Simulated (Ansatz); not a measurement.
Calculated with Ansatz (gas phase, PBE0-D4/def2-TZVP geometries, no zero-point term in ΔE). CCSD(T)/CBS is the MP2 limit (def2-TZVPP, def2-QZVPP) plus CCSD(T) − MP2 in def2-TZVPP, frozen cores. This one scheme is used for every species. One conformer a species, not always the lowest.

Consider the β-hydride elimination: `CO[SiH2]S` → `[SiH3]S` + `C=O`.

`CO[SiH2]S`:

Cartesian coordinates in Å:
```
C 0.594 0.022 -1.569
O -0.201 0.501 -0.507
Si -0.460 -0.362 0.861
S -1.444 0.846 2.298
H 0.750 0.841 -2.273
H 1.572 -0.327 -1.217
H 0.099 -0.800 -2.097
H 0.849 -0.853 1.369
H -1.376 -1.509 0.629
H -0.382 1.642 2.506
```

`[SiH3]S`:

Cartesian coordinates in Å:
```
Si -0.024 -0.265 0.456
S 0.453 0.068 -1.601
H 0.653 0.718 1.340
H 0.473 -1.631 0.745
H -1.487 -0.196 0.696
H -0.068 1.306 -1.637
```

`C=O`:

```xyz
4

C     0.005   -0.001    0.000
O    -1.156    0.259   -0.116
H     0.536   -0.654   -0.721
H     0.615    0.396    0.836
```

| species | CCSD(T)/CBS(def2) energy (Eh) |
| --- | --- |
| `CO[SiH2]S` | -803.74459 |
| `[SiH3]S` | -689.27336 |
| `C=O` | -114.39408 |

Problem. Work out ΔE.

Solution. ΔE = (-689.27336) + (-114.39408) − (-803.74459) = 0.07715 Eh = +2.10 eV.

Largest T1 diagnostic among the species: 0.015.

From BLYP to BHLYP (50 % exact exchange), in def2-TZVPP and without D4, ΔE moves by +0.39 eV. In def2-TZVPP, CCSD(T) changes the Hartree–Fock value by +0.14 eV (the triples alone add −0.01 eV) and MP2 by +0.25 eV.
